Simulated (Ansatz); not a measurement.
Program: Ansatz. Geometries: PBE0-D4/def2-TZVP. ΔE: electronic, gas phase. CCSD(T)/CBS adds triple-zeta CCSD(T) − MP2 to the extrapolated MP2 energy (def2 sets, frozen cores). DFT in def2-TZVPP. Elements past krypton have def2 core potentials. For In, Se outer-core shells are correlated without core-valence functions, which leaves a few kJ/mol of doubt a bond. Scalar relativity is left out up to krypton. One conformer a species, not always the lowest.

Consider the substitution at a C–C bond: `CC(C)=CF` + `[Cl][InH][SeH]` → `C[Se][InH][Cl]` + `C/C=C\F`.

`CC(C)=CF`:

Z-matrix (Å, degrees):
```
C
C 1 1.492
H 1 1.095 2 110.5
H 1 1.089 2 112.0 3 -121.0
H 1 1.095 2 110.5 3 117.9
C 2 1.494 1 117.7 3 -59.0
C 2 1.323 1 122.7 3 121.0
H 6 1.091 2 112.0 1 180.0
H 6 1.095 2 110.8 1 -59.2
H 6 1.095 2 110.8 1 59.2
F 7 1.344 2 122.6 1 0.0
H 7 1.084 2 125.2 1 -180.0
```

`[Cl][InH][SeH]`:

Z-matrix (Å, degrees):
```
In
Cl 1 2.330
Se 1 2.485 2 110.9
H 1 1.702 2 119.0 3 180.0
H 3 1.470 1 91.8 2 180.0
```

`C[Se][InH][Cl]`:

Cartesian coordinates in Å:
```
C 0.899 0.875 -0.804
Se 1.176 0.191 1.014
In -0.917 -1.105 1.267
Cl -2.251 -0.941 -0.653
H -0.024 1.446 -0.858
H 1.750 1.522 -1.007
H 0.875 0.055 -1.516
H -1.508 -2.042 2.558
```

`C/C=C\F`:

```xyz
9

C     0.018    0.428   -1.059
C     0.369   -0.411    0.119
C    -0.204   -0.351    1.306
F    -1.199    0.506    1.583
H     0.883    1.007   -1.397
H    -0.296   -0.195   -1.902
H    -0.789    1.123   -0.828
H     1.163   -1.144    0.018
H     0.055   -0.964    2.160
```

**Question.** Is it downhill or uphill in electronic energy at CCSD(T)/CBS, and by how much? (Best estimate.)

**Answer.** Ansatz gave: Uphill: ΔE = +0.17 eV.

**Question.** What do these levels give: PBE0-D4, ωB97X-V, ωB97M-V, PBE, PBE0, HF/def2-TZVPP, MP2/def2-TZVPP, SCS-MP2/def2-TZVPP, CCSD(T)/def2-TZVPP, MP2/def2-QZVPP, SCS-MP2/def2-QZVPP, HF/CBS(def2)? (An estimate is asked.)

**Answer.** Ansatz gave: PBE0-D4 0.20, ωB97X-V 0.21, ωB97M-V 0.20, PBE 0.18, PBE0 0.21, HF/def2-TZVPP 0.23, MP2/def2-TZVPP 0.17, SCS-MP2/def2-TZVPP 0.17, CCSD(T)/def2-TZVPP 0.19, MP2/def2-QZVPP 0.16, SCS-MP2/def2-QZVPP 0.16, HF/CBS(def2) 0.23 eV.

Largest T1 diagnostic among the species: 0.012.

From PBE to PBE0 (25 % exact exchange), in def2-TZVPP and without D4, ΔE moves by +0.03 eV. In def2-TZVPP, CCSD(T) changes the Hartree–Fock value by −0.04 eV (the triples alone add −0.01 eV) and MP2 by −0.06 eV.
